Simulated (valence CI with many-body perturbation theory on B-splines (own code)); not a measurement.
The numbers below are computed, except where a source is named.
From CI to CI+MBPT in Eu³¹⁺

Method: valence CI with perturbative core correlation (CI+MBPT): four valence electrons over a frozen Dirac-Fock core [Ar] 3d10, radial functions for each j: 11 s, 11 p, 9 d, 7 f, 5 g, 2 h, 1 i, with the one-electron correlation potential Σ1 (screened to all orders), the two-electron term Σ2, the three-electron term Σ3, Breit, model QED; selected single and double excitations, second order for the rest (own B-spline code, finite nucleus).

The last digits are not significant, and no measured levels were compared; by estimate large intervals hold to a few tenths of a per cent, small ones and those within an open d or f shell to about a per cent.

Each rung adds one term. CI alone is the Dirac-Coulomb CI over the frozen core; QED comes last and gives the full result, which names the levels. Energies are above (4s^2 4p1/2^2) J=0 on the same rung, in eV.

Levels are named by their leading jj configuration (3d3/2^4 stands for four electrons in 3d with j = 3/2), which in mixed levels can hold well under half, so a name can repeat and another be missing. Letters in brackets count levels of one name in rising energy.

```tsv
Level	CI alone	Σ1	Σ2	Σ3	Breit	QED	Full
(4s^2 4p1/2 4p3/2) J=1	36.59	+0.167	+0.141	+0.011	-0.496	+0.061	36.47
(4s^2 4p1/2 4p3/2) J=2	39.97	+0.169	+0.087	+0.004	-0.520	+0.061	39.78
(4s^2 4p3/2^2) J=2	79.08	+0.337	+0.202	+0.008	-1.002	+0.119	78.74
(4s^2 4p3/2^2) J=0	86.58	+0.339	+0.070	-0.011	-0.974	+0.117	86.12
(4s 4p1/2^2 4p3/2) J=2	105.85	+0.113	+0.333	+0.031	-0.084	-0.552	105.69
(4s 4p1/2^2 4p3/2) J=1	117.77	+0.116	-0.130	+0.015	-0.090	-0.539	117.14
(4s 4p1/2 4p3/2^2) J=2 [a]	139.43	+0.256	+0.543	+0.042	-0.549	-0.473	139.24
(4s 4p1/2 4p3/2^2) J=3	146.14	+0.262	+0.386	+0.034	-0.615	-0.463	145.75
(4s^2 4p1/2 4d3/2) J=2	150.16	+0.089	+0.164	+0.039	-0.714	-0.149	149.58
(4s 4p1/2 4p3/2^2) J=0	153.17	+0.273	+0.198	+0.014	-0.533	-0.485	152.64
(4s 4p1/2 4p3/2^2) J=1 [a]	156.49	+0.261	-0.118	+0.018	-0.578	-0.448	155.62
(4s 4p1/2 4p3/2^2) J=1 [b]	161.92	+0.246	-0.611	+0.004	-0.540	-0.457	160.56
(4s 4p1/2 4p3/2^2) J=2 [b]	162.15	+0.204	-0.262	+0.015	-0.683	-0.325	161.10
(4s^2 4p1/2 4d3/2) J=1	170.27	+0.090	-0.914	-0.009	-0.706	-0.138	168.60
(4s^2 4p1/2 4d5/2) J=3	169.79	+0.108	-0.279	+0.017	-0.989	-0.032	168.62
(4s^2 4p1/2 4d5/2) J=2	172.34	+0.115	-0.769	+0.004	-0.892	-0.080	170.72
(4s 4p3/2^3) J=2	188.70	+0.395	+0.337	+0.032	-1.110	-0.336	188.01
(4s^2 4p3/2 4d3/2) J=1	199.14	+0.307	-0.465	+0.015	-1.105	-0.201	197.69
(4s^2 4p3/2 4d3/2) J=2	202.26	+0.210	-0.635	+0.012	-1.218	-0.014	200.61
```

The middle columns are the shifts that each term adds.

Problem. How does the ionisation energy move along the ladder, and which term matters most?

Solution. CI alone 1250.7, + Σ1 1252.3, + Σ2 1252.4, + Σ3 1252.3, + Breit 1251.0, + QED 1251.0 eV. The largest step is Σ1, 1.6 eV. NIST lists 1249 ± 4 eV (theoretical).
